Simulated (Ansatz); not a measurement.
`COCCC#N` + `CCCC#N` → `N#CCCCCC#N` + `COC`  (formal exchange of groups at a C–C bond)

Calculated with Ansatz (gas phase, PBE0-D4/def2-TZVP geometries, no zero-point term in ΔE). CCSD(T)/CBS is the MP2 limit (def2-TZVPP, def2-QZVPP) plus CCSD(T) − MP2 in def2-TZVPP, frozen cores. Functionals use def2-TZVPP. Each species was taken in one conformer, which may not be the lowest.

```json
{"level": "ωB97M-V", "ΔE (kcal/mol)": "0.4"}
{"level": "B2PLYP", "ΔE (kcal/mol)": "0.7"}
{"level": "PBE", "ΔE (kcal/mol)": "1.0"}
{"level": "HF/def2-QZVPP", "ΔE (kcal/mol)": "0.8"}
```

**Question.** What does CCSD(T)/CBS give? (Estimate.)

**Answer.** Computed: +0.2 kcal/mol. The listed levels differ from it by 0.2, 0.5, 0.8, 0.6 kcal/mol.

Largest T1 diagnostic among the species: 0.012.
